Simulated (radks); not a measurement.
The numbers below are computed, except where a source is named.
How relativity changes the ionisation of the germanium ion Ge+ ([Ar] 3d10 4s2 4p1) to Ge2+ ([Ar] 3d10 4s2). Spin-unpolarised spherical Kohn-Sham, PBE, point nucleus unless stated (finite: rms radius 4.0742 fm), a radial shooting solver on a logarithmic mesh with Libxc functionals. A level marked "c x" has the speed of light scaled by that factor and shares open shells by 2j + 1; other Dirac levels either fill j = l - 1/2 first or share by 2j + 1.

[
 {"level": "non-rel.", "E(Ge+) (hartree)": "-2076.35808", "E(Ge2+) (hartree)": "-2075.79034", "IE (eV)": "15.449", "HOMO": "4p", "<r> HOMO (bohr)": "2.562"},
 {"level": "scalar-rel.", "E(Ge+) (hartree)": "-2098.55962", "E(Ge2+) (hartree)": "-2097.99223", "IE (eV)": "15.439", "HOMO": "4p", "<r> HOMO (bohr)": "2.555"},
 {"level": "scalar-rel., finite nucleus", "E(Ge+) (hartree)": "-2098.54682", "E(Ge2+) (hartree)": "-2097.97943", "IE (eV)": "15.439", "HOMO": "4p", "<r> HOMO (bohr)": "2.555"},
 {"level": "Dirac, 2j+1 shares", "E(Ge+) (hartree)": "-2098.65893", "E(Ge2+) (hartree)": "-2098.09143", "IE (eV)": "15.442", "HOMO": "4p3/2", "<r> HOMO (bohr)": "2.568"},
 {"level": "Dirac, low j first", "E(Ge+) (hartree)": "-2098.66489", "E(Ge2+) (hartree)": "-2098.09143", "IE (eV)": "15.605", "HOMO": "4p1/2", "<r> HOMO (bohr)": "2.531"},
 {"level": "Dirac, 2j+1 shares, finite nucleus", "E(Ge+) (hartree)": "-2098.64612", "E(Ge2+) (hartree)": "-2098.07862", "IE (eV)": "15.442", "HOMO": "4p3/2", "<r> HOMO (bohr)": "2.568"},
 {"level": "Dirac, c x 3", "E(Ge+) (hartree)": "-2078.77732", "E(Ge2+) (hartree)": "-2078.20961", "IE (eV)": "15.448", "HOMO": "4p3/2", "<r> HOMO (bohr)": "2.563"},
 {"level": "Dirac, c x 10", "E(Ge+) (hartree)": "-2076.57523", "E(Ge2+) (hartree)": "-2076.00750", "IE (eV)": "15.449", "HOMO": "4p3/2", "<r> HOMO (bohr)": "2.562"},
 {"level": "Dirac, c x 100", "E(Ge+) (hartree)": "-2076.36025", "E(Ge2+) (hartree)": "-2075.79251", "IE (eV)": "15.449", "HOMO": "4p3/2", "<r> HOMO (bohr)": "2.562"}
]

NIST Atomic Spectra Database: 15.935 eV (measured). The relativistic part of the total energy of Ge+ is -22.29 hartree (Dirac, 2j+1 shares, finite nucleus), 1.1 % of the non-relativistic value. Spin polarisation and multiplet splitting of open shells are left out at every level.

Beside tabulated values, note that spin-unpolarised runs miss the spin-polarisation part of the exchange energy of open shells.
